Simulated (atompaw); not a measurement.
**Before and after: PAW (atompaw) potential for cadmium (Cd)**

Cd (Z = 48), PAW, made with atompaw 4.2.0.5 (PBE, scalar-relativistic). Core [Ar] 3d10 4s2, reference 4p6 4d10 5s2 5p0. Waves: 5s (bound): rc 1.95 bohr; 5s channel at 1.25 Ry: rc 1.95 bohr; 4p (bound): rc 1.50 bohr; 5p (bound, empty): rc 1.95 bohr; 4d (bound): rc 1.95 bohr; 4d channel at 2.9 Ry: rc 1.95 bohr. Local part: bessel scheme, radius 1.45 bohr. Core correction: smooth core density matched at 1.55 bohr. Augmentation charge: sinc compensation charge, radius 1.90 bohr; PAW radius 1.95 bohr; waves and projectors: custom rrkj gramschmidtortho.

All-electron outer shells of the reference configuration (PBE, scalar-relativistic, ld1.x):

```csv
shell,level (eV),outermost node (bohr),outermost maximum (bohr)
3d,-393.64,–,0.27
4s,-105.92,0.43,0.79
4p,-66.97,0.43,0.84
4d,-11.73,0.42,0.98
5s,-5.66,1.07,2.35
5p,-1.18,1.20,3.33
```

Change: local potential bessel scheme, radius 0.80 bohr.

Cutoffs: the cutoffs (Ry, on a coarse ladder) from which the occupation-weighted sum of valence levels, in a spherical-Bessel basis at the reference potential, stays within 10 and 1 mRy of its value at 400 Ry; they do not see the model core or the augmentation charge, which bear on the density cutoff.

Q: What does the change do?

A: The potential gets neither clearly harder nor softer (45 Ry and 70 Ry → 40 Ry and 70 Ry); both files keep a bound ghost (s); the range in which the p phases agree narrows (upper end at the end of the scan → 1.2).

```tsv
quantity	base	changed
cutoff, loose	45 Ry	40 Ry
cutoff, tight	70 Ry	70 Ry
loose cutoff by channel (10 mRy a level)	s 10 Ry, p 35 Ry, d 25 Ry	s 8 Ry, p 35 Ry, d 25 Ry
bound ghosts	s	s
s: phases at 1.95 bohr within 0.05 rad from the reference energy up to (Ry; the scan ends near 5)	n/a	4.0
p: phases at 1.95 bohr within 0.05 rad from the reference energy up to (Ry; the scan ends near 5)	to the end of the scan	1.2
d: phases at 1.95 bohr within 0.05 rad from the reference energy up to (Ry; the scan ends near 5)	4.5	4.8
lowest overlap eigenvalue by channel	s 0.60, p 0.54, d 0.86	s 0.60, p 0.54, d 0.80
```

 A true bound ghost makes a file unfit for plane-wave use even where its test errors are small: the radial tests pick states by their node count and pass the ghost by. The cutoffs see the waves, projectors and local potential, not the compensation charge or the core.
